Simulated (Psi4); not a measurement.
C₄H₅, charge -1, singlet, at a GFN2-xTB geometry (a gas-phase anion, which may not be bound at this level); BHHLYP/6-31G, TDA (Psi4).

Here is a job for Psi4.
```
memory 2 GB

molecule {
-1 1
  C    -0.01348128    1.18155902    0.44895058
  C     0.00640291   -1.09047136    0.32460397
  C     0.75400431    0.06221722   -0.26521490
  C    -0.75049844    0.04972316   -0.27751056
  H    -0.01520664    2.09591209   -0.26903994
  H    -0.00145211   -1.21255464    1.40980063
  H     0.01870869   -2.05397794   -0.20208349
  H     1.39180994   -0.01229614   -1.15053042
  H    -1.37242485   -0.03525157   -1.17312134
symmetry c1
}

set basis 6-31g
set puream true
set save_jk true
set tdscf_states [5]
set tdscf_tda true
set d_convergence 1e-8

energy('td-bhhlyp')
print_variables()
```

The log (banner, timings and long lists left out):

```
   => Loading Basis Set <=

    Name: 6-31G
    Role: ORBITAL
    Keyword: BASIS

         ---------------------------------------------------------
                                   SCF
               by Justin Turney, Rob Parrish, Andy Simmonett
                          and Daniel G. A. Smith
                              RKS Reference
         ---------------------------------------------------------

  ==> Geometry <==

    Molecular point group: c1
    Full point group: C1

    Geometry (in Angstrom), charge = -1, multiplicity = 1:

       Center              X                  Y                   Z               Mass
    ------------   -----------------  -----------------  -----------------  -----------------
         C           -0.013080307319     1.158771387834     0.423042591411    12.000000000000
         C            0.006803882681    -1.113258992166     0.298695981411    12.000000000000
         C            0.754405282681     0.039429587834    -0.291122888589    12.000000000000
         C           -0.750097467319     0.026935527834    -0.303418548589    12.000000000000
         H           -0.014805667319     2.073124457834    -0.294947928589     1.007825032230
         H           -0.001051137319    -1.235342272166     1.383892641411     1.007825032230
         H            0.019109662681    -2.076765572166    -0.227991478589     1.007825032230
         H            1.392210912681    -0.035083772166    -1.176438408589     1.007825032230
         H           -1.372023877319    -0.058039202166    -1.199029328589     1.007825032230

  Running in c1 symmetry.

  Rotational constants: A =      0.60886  B =      0.32741  C =      0.28733 [cm^-1]
  Rotational constants: A =  18253.21412  B =   9815.38384  C =   8614.04341 [MHz]
  Nuclear repulsion =  107.460293468486242

  Charge       = -1
  Multiplicity = 1
  Electrons    = 30
  Nalpha       = 15
  Nbeta        = 15

  ==> Algorithm <==

  SCF Algorithm Type is DF.
  DIIS enabled.
  MOM disabled.
  Fractional occupation disabled.
  Guess Type is SAD.
  Energy threshold   = 1.00e-06
  Density threshold  = 1.00e-08
  Integral threshold = 1.00e-12

  ==> Primary Basis <==

  Basis Set: 6-31G
    Blend: 6-31G
    Number of shells: 30
    Number of basis functions: 46
    Number of Cartesian functions: 46
    Spherical Harmonics?: true
    Max angular momentum: 1

  ==> DFT Potential <==

   => LibXC <=

    Version 7.1.2
    S. Lehtola, C. Steigemann, M. J. T. Oliveira, and M. A. L. Marques,  SoftwareX 7, 1–5 (2018) (10.1016/j.softx.2017.11.002)

   => Composite Functional: BHANDHLYP <=

    BHandHLYP Hyb-GGA Exchange-Correlation Functional

    A. D. Becke,  J. Chem. Phys. 98, 1372 (1993) (10.1063/1.464304)
    Defined through Gaussian implementation.

    Deriv               =              1
    GGA                 =           TRUE
    Meta                =          FALSE

    Exchange Hybrid     =           TRUE
    MP2 Hybrid          =          FALSE

   => Exchange Functionals <=

    0.5000         Becke 88

   => Exact (HF) Exchange <=

    0.5000               HF

   => Correlation Functionals <=

    1.0000   Lee, Yang & Parr

   => LibXC Density Thresholds  <==

    XC_HYB_GGA_XC_BHANDHLYP:  1.00E-15

   => Molecular Quadrature <=

    Radial Scheme          =       TREUTLER
    Pruning Scheme         =           NONE
    Nuclear Scheme         =       TREUTLER

    Blocking Scheme        =         OCTREE
    BS radius alpha        =              1
    Pruning alpha          =              1
    Radial Points          =             75
    Spherical Points       =            302
    Total Points           =         191915
    Total Blocks           =           1485
    Max Points             =            256
    Max Functions          =             46
    Weights Tolerance      =       1.00E-15

   => Loading Basis Set <=

    Name: (6-31G AUX)
    Role: JKFIT
    Keyword: DF_BASIS_SCF

  ==> Integral Setup <==

[...]
  @DF-RKS Final Energy:  -155.06478769211711
    Total Energy =                       -155.0647876921171076
[...]
  DavidsonSolver iter   2:   6.67221e-03  1.59730e-02     25
  DavidsonSolver iter   3:   3.92259e-04  2.60444e-03     30
  DavidsonSolver iter   4:   1.10955e-05  4.99094e-04     35
  DavidsonSolver iter   5:   2.53900e-07  8.00529e-05     40
  DavidsonSolver iter   6:   6.79175e-09  1.33479e-05     45
  DavidsonSolver iter   7:   1.66259e-10  2.05245e-06     50
  DavidsonSolver iter   8:   2.86676e-12  2.84163e-07     53      Converged

******************************************************************************************
**********                               WARNING                                **********
**********  Length-gauge rotatory strengths are **NOT** gauge-origin invariant  **********
******************************************************************************************

                                    Excitation Energy         Total Energy        Oscillator Strength             Rotatory Strength
     #   Sym: GS->ES (Trans)        au              eV              au          au (length)    au (velocity)    au (length)    au (velocity)
    ---- -------------------- --------------- --------------- --------------- --------------- --------------- --------------- ---------------
     1        A->A (1 A)       0.17178         4.67445        -154.89300       0.0393          0.0143         -0.0000         -0.0000
     2        A->A (1 A)       0.20224         5.50317        -154.86255       0.0507          0.0060          0.0000          0.0000
     3        A->A (1 A)       0.22386         6.09165        -154.84092       0.0803          0.0259          0.0000          0.0000
     4        A->A (1 A)       0.22709         6.17944        -154.83770       0.0022          0.0012         -0.0000          0.0000
     5        A->A (1 A)       0.23588         6.41856        -154.82891       0.0332          0.0605         -0.0000         -0.0000

Contributing excitations
Only contributions with abs(coeff) > 1.00e-01 will be printed:

Excited State    1 (1 A):   0.17178 au   265.24 nm f = 0.0393
  Sums of squares: Xssq =  1.000000e+00
     15a  ->  16a    -0.977857 (95.620%)
     15a  ->  17a     0.103578 ( 1.073%)
     15a  ->  21a    -0.116344 ( 1.354%)

Excited State    2 (1 A):   0.20224 au   225.30 nm f = 0.0507
  Sums of squares: Xssq =  1.000000e+00
     13a  ->  18a     0.109202 ( 1.193%)
     15a  ->  18a     0.946997 (89.680%)
     15a  ->  19a     0.269915 ( 7.285%)

Excited State    3 (1 A):   0.22386 au   203.53 nm f = 0.0803
  Sums of squares: Xssq =  1.000000e+00
     15a  ->  17a     0.957780 (91.734%)
     15a  ->  20a     0.187181 ( 3.504%)
     15a  ->  21a     0.182470 ( 3.330%)

Excited State    4 (1 A):   0.22709 au   200.64 nm f = 0.0022
  Sums of squares: Xssq =  1.000000e+00
     15a  ->  18a     0.266982 ( 7.128%)
     15a  ->  19a    -0.954954 (91.194%)

Excited State    5 (1 A):   0.23588 au   193.17 nm f = 0.0332
  Sums of squares: Xssq =  1.000000e+00
     15a  ->  16a    -0.158650 ( 2.517%)
     15a  ->  17a    -0.243964 ( 5.952%)
     15a  ->  20a     0.718977 (51.693%)
     15a  ->  21a     0.606281 (36.758%)

******************************************************************************************
**********                               WARNING                                **********
**********       The names of excited state variables changed between 1.5       **********
**********     and 1.6. For a quick solution, remove the symmetry specifier     **********
**********   from the variable name. For full details, see 'Notes on Psivars'   **********
**********                        in the documentation.                         **********
******************************************************************************************

  Variable Map:
  ----------------------------------------------------------------------------
[...]
  Array Variable Map:
  ----------------------------------------------------------------------------
[...]
[...]
```
